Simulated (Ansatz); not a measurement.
Frontier orbitals of `F[Si@H]1[GaH][C@@H]1[SiH3]`.

The species carries charge 0 and has multiplicity 1. Correlated methods include outer-core shells of Ga, which these sets cover unevenly. Scalar relativity is left out up to krypton. The geometry is a stationary point of PBE0-D4/def2-TZVP. Basis def2-TZVPP, the Gaussian-basis code of Ansatz.

| functional | HOMO (eV) | LUMO (eV) |
| --- | --- | --- |
| BLYP | -5.22 | -3.00 |

Task: Give HOMO and LUMO (eV) with LDA (SPW92), PBE, revPBE, r2SCAN, B97M-V, PBE0, B3LYP, r2SCANh, r2SCAN0, HSE06 (plane-wave form), BHLYP, CAM-B3LYP, LC-ωPBE, ωB97X-V, ωB97M-V, HF. (Estimate.)

Result: Computed: 
| functional | HOMO | LUMO |
| --- | --- | --- |
| LDA (SPW92) | -5.51 | -3.35 |
| PBE | -5.37 | -3.10 |
| revPBE | -5.31 | -2.99 |
| r2SCAN | -5.56 | -2.91 |
| B97M-V | -5.61 | -3.08 |
| PBE0 | -6.32 | -2.32 |
| B3LYP | -6.14 | -2.54 |
| r2SCANh | -5.91 | -2.63 |
| r2SCAN0 | -6.44 | -2.22 |
| HSE06 (plane-wave form) | -5.93 | -2.68 |
| BHLYP | -7.15 | -1.51 |
| CAM-B3LYP | -7.50 | -1.35 |
| LC-ωPBE | -8.71 | -0.22 |
| ωB97X-V | -8.42 | -0.36 |
| ωB97M-V | -8.28 | -0.55 |
| HF | -8.41 | 0.57 |

B3LYP here is the variant with VWN-RPA as its local correlation; programs differ in this. LC-ωPBE has ω = 0.4 bohr⁻¹.
